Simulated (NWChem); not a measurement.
Molecule: C2H4BF3; SMILES FCB(F)CF

```xyz
10

F     -0.6377    -2.2223     0.0000
C     -0.8570    -0.8686     0.0000
B      0.4601    -0.0153     0.0000
F      1.6479    -0.5996     0.0000
C      0.4170     1.5583     0.0000
F     -0.8767     2.0366     0.0000
H     -1.4708    -0.5840     0.8775
H     -1.4708    -0.5840    -0.8775
H      0.9547     1.9542    -0.8833
H      0.9547     1.9542     0.8833
```
Atoms are numbered in this order, from 1.

Level: PBE0/def2-SVP (NWChem), optimised geometry, unscaled harmonic frequencies. 

Question: List the harmonic frequencies with IR intensities, and the thermochemistry.

Answer: 
| frequency (cm⁻¹) | IR intensity (km/mol) |
|---|---|
| 93 | 10.5 |
| 103 | 4.7 |
| 131 | 4.6 |
| 223 | 3.2 |
| 336 | 2.7 |
| 426 | 4.3 |
| 528 | 22.8 |
| 624 | 0.0 |
| 729 | 2.5 |
| 928 | 17.5 |
| 1083 | 146.7 |
| 1122 | 66.8 |
| 1165 | 21.7 |
| 1238 | 0.0 |
| 1249 | 4.2 |
| 1298 | 72.1 |
| 1393 | 91.0 |
| 1420 | 54.6 |
| 1432 | 16.6 |
| 1447 | 77.5 |
| 3031 | 13.4 |
| 3035 | 14.6 |
| 3074 | 8.1 |
| 3085 | 11.6 |

```json
{
 "zero_point_energy": "41.7 kcal/mol",
 "thermal correction to the enthalpy at 298.15 K (with zero-point energy)": "46.6 kcal/mol",
 "heat capacity Cv": "21.7 cal/(mol K)",
 "entropy at 298.15 K and 1 atm (symmetry number 1)": "82.5 cal/(mol K)",
 "dipole_moment": "1.67 D"
}
```

Rigid rotor and harmonic oscillator; modes under 100 cm⁻¹ make the entropy uncertain.
